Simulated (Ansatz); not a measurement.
A nudged elastic band was laid between two geometries of C₂H₃BClN (8 atoms, charge 0, multiplicity 1).

Theory: Ansatz 0.2.0, RKS LDA/def2-SVP.

```json
{
  "movable images": "7",
  "climbing image": "yes",
  "spring": "2.0 to 10.0 eV/Å², energy-weighted",
  "optimiser": "quadratic models (default)",
  "start path": "IDPP",
  "force threshold": "0.03 eV/Å",
  "iteration limit": "51",
  "end points": "relaxed"
}
```

First end point:

```xyz
8
Properties=species:S:1:pos:R:3
C -0.487 -0.647 0.662
B 0.584 0.072 -0.181
Cl 2.277 -0.327 -0.095
C 0.206 1.200 -1.151
N -0.104 2.055 -1.884
H -0.087 -1.458 1.301
H -1.014 0.101 1.299
H -1.282 -1.053 -0.005
```

Last end point:

```xyz
8
Properties=species:S:1:pos:R:3
C -0.580 -0.724 0.485
B 0.465 -0.022 -0.404
Cl 1.564 -0.895 -1.435
C 0.586 1.508 -0.432
N 0.663 2.674 -0.443
H -0.466 -0.389 1.542
H -1.599 -0.380 0.192
H -0.540 -1.830 0.438
```

Q: What changes between the two ends?

A: No bond is made or broken. The dihedral H6–C1–B2–Cl3 goes from -2 to 126°. The two ends are copies of one structure, up to a mirror image or an exchange of like atoms.

Q: Give the energies along the band, and the barrier.

A: It converged. The highest image is number 2 of 0 to 8, 1.9 kJ/mol above the ends, which have the same energy within 2 meV. Another band between the same ends (7 images) ends at a top of the same energy, where a vibrational analysis finds 1 clearly imaginary mode.

```json
{"image": "0", "path coordinate (Å)": "0.00", "energy (kJ/mol)": "0.0", "dihedral H6–C1–B2–Cl3 (°)": "-2"}
{"image": "1", "path coordinate (Å)": "0.97", "energy (kJ/mol)": "1.0", "dihedral H6–C1–B2–Cl3 (°)": "32"}
{"image": "2", "path coordinate (Å)": "1.56", "energy (kJ/mol)": "1.9", "dihedral H6–C1–B2–Cl3 (°)": "54"}
{"image": "3", "path coordinate (Å)": "1.74", "energy (kJ/mol)": "1.9", "dihedral H6–C1–B2–Cl3 (°)": "61"}
{"image": "4", "path coordinate (Å)": "1.93", "energy (kJ/mol)": "1.7", "dihedral H6–C1–B2–Cl3 (°)": "69"}
{"image": "5", "path coordinate (Å)": "2.13", "energy (kJ/mol)": "1.3", "dihedral H6–C1–B2–Cl3 (°)": "77"}
{"image": "6", "path coordinate (Å)": "2.37", "energy (kJ/mol)": "0.8", "dihedral H6–C1–B2–Cl3 (°)": "86"}
{"image": "7", "path coordinate (Å)": "2.70", "energy (kJ/mol)": "0.3", "dihedral H6–C1–B2–Cl3 (°)": "100"}
{"image": "8", "path coordinate (Å)": "3.29", "energy (kJ/mol)": "0.0", "dihedral H6–C1–B2–Cl3 (°)": "126"}
```

Q: What is the geometry of the highest image?

A: 
```xyz
8
Properties=species:S:1:pos:R:3
C -0.542 -0.644 0.613
B 0.510 0.018 -0.301
Cl 1.977 -0.815 -0.746
C 0.339 1.430 -0.874
N 0.188 2.513 -1.289
H -0.061 -0.983 1.559
H -1.409 0.002 0.853
H -0.910 -1.578 0.129
```

The run took 3.2 min on 1 thread of AMD EPYC 7R43 64-Core Processor (Zen 3), on a shared host, peak memory 0.26 GiB.
